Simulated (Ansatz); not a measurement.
Breaking the Pb1–F2 bond in F2Pb (SMILES [F][Pb][F]) (multiplicity 1 held, fragments rigid). Energies count from the point at 2.056 Å.
Geometry at that point (charge 0, multiplicity 1):
| atom | x (Å) | y (Å) | z (Å) |
|---|---|---|---|
| Pb | 0.0296 | -0.0189 | 0.2432 |
| F | 0.6454 | 1.4104 | -1.0998 |
| F | -0.9153 | -1.2380 | -1.1157 |

Restricted levels (R-, RO-) in cc, def2 and unpolarised 6-31G sets keep to the state of the molecule at rest. U- levels take the lowest unrestricted solution at each point, which mixes spins at long bonds. Levels need not reach the same state.

Frozen-core correlation. Filled d and f shells under p-block atoms count as core.

The values were computed with Ansatz (Gaussian basis) for Hartree–Fock, density functionals and correlated methods. Values without a source in brackets are computed. In def2 rows elements past Kr take small-core potentials, without spin–orbit coupling.

Energies in eV.

```json
[
 {"R (Å)": "1.644", "R-MP2/def2-SVP": "3.55", "U-MP2/def2-SVP": "3.55", "U-SCS-MP2/def2-SVP": "3.55", "U-CCSD/def2-SVP": "3.53", "R-CCSD(T)/def2-SVP": "3.56", "R-CCSDT/def2-SVP": "3.57"},
 {"R (Å)": "1.850", "R-MP2/def2-SVP": "0.61", "U-MP2/def2-SVP": "0.61", "U-SCS-MP2/def2-SVP": "0.61", "U-CCSD/def2-SVP": "0.60", "R-CCSD(T)/def2-SVP": "0.62", "R-CCSDT/def2-SVP": "0.62"},
 {"R (Å)": "2.056", "R-MP2/def2-SVP": "0.00", "U-MP2/def2-SVP": "0.00", "U-SCS-MP2/def2-SVP": "0.00", "U-CCSD/def2-SVP": "0.00", "R-CCSD(T)/def2-SVP": "0.00", "R-CCSDT/def2-SVP": "0.00"},
 {"R (Å)": "2.261", "R-MP2/def2-SVP": "0.33", "U-MP2/def2-SVP": "0.33", "U-SCS-MP2/def2-SVP": "0.32", "U-CCSD/def2-SVP": "0.33", "R-CCSD(T)/def2-SVP": "0.31", "R-CCSDT/def2-SVP": "0.31"},
 {"R (Å)": "2.467", "R-MP2/def2-SVP": "0.98", "U-MP2/def2-SVP": "0.98", "U-SCS-MP2/def2-SVP": "0.97", "U-CCSD/def2-SVP": "0.97", "R-CCSD(T)/def2-SVP": "0.94", "R-CCSDT/def2-SVP": "0.94"},
 {"R (Å)": "2.775", "R-MP2/def2-SVP": "2.06", "U-MP2/def2-SVP": "2.06", "U-SCS-MP2/def2-SVP": "2.04", "U-CCSD/def2-SVP": "2.03", "R-CCSD(T)/def2-SVP": "1.98", "R-CCSDT/def2-SVP": "1.97"},
 {"R (Å)": "3.083", "R-MP2/def2-SVP": "3.03", "U-MP2/def2-SVP": "4.11", "U-SCS-MP2/def2-SVP": "4.01", "U-CCSD/def2-SVP": "3.02", "R-CCSD(T)/def2-SVP": "2.87", "R-CCSDT/def2-SVP": "2.87"},
 {"R (Å)": "3.597", "R-MP2/def2-SVP": "4.29", "U-MP2/def2-SVP": "4.65", "U-SCS-MP2/def2-SVP": "4.50", "U-CCSD/def2-SVP": "4.04", "R-CCSD(T)/def2-SVP": "3.77", "R-CCSDT/def2-SVP": "3.92"},
 {"R (Å)": "4.111", "R-MP2/def2-SVP": "5.18", "U-MP2/def2-SVP": "4.77", "U-SCS-MP2/def2-SVP": "4.61", "U-CCSD/def2-SVP": "4.37", "R-CCSD(T)/def2-SVP": "2.91", "R-CCSDT/def2-SVP": "4.39"},
 {"R (Å)": "4.728", "R-MP2/def2-SVP": "5.85", "U-MP2/def2-SVP": "4.79", "U-SCS-MP2/def2-SVP": "4.63", "U-CCSD/def2-SVP": "4.39", "R-CCSD(T)/def2-SVP": "-4.19", "R-CCSDT/def2-SVP": "4.54"},
 {"R (Å)": "5.550", "R-MP2/def2-SVP": "6.22", "U-MP2/def2-SVP": "4.80", "U-SCS-MP2/def2-SVP": "4.64", "U-CCSD/def2-SVP": "4.40", "R-CCSD(T)/def2-SVP": "-19.22", "R-CCSDT/def2-SVP": "4.56"},
 {"R (Å)": "6.578", "R-MP2/def2-SVP": "6.13", "U-MP2/def2-SVP": "4.81", "U-SCS-MP2/def2-SVP": "4.64", "U-CCSD/def2-SVP": "4.40", "R-CCSD(T)/def2-SVP": "-22.36", "R-CCSDT/def2-SVP": "4.55"}
]
```

Doubts at one or more of the structures used: a restricted determinant that unrestricted orbitals would lower (R-MP2/def2-SVP, R-CCSD(T)/def2-SVP, R-CCSDT/def2-SVP); a spin-contaminated determinant (U-MP2/def2-SVP, U-SCS-MP2/def2-SVP, U-CCSD/def2-SVP); T1 above 0.05 (U-CCSD/def2-SVP, R-CCSD(T)/def2-SVP, R-CCSDT/def2-SVP); other coupled-cluster roots lie near (R-CCSD(T)/def2-SVP, R-CCSDT/def2-SVP).

Ansatz is a quantum-chemistry and plane-wave program.
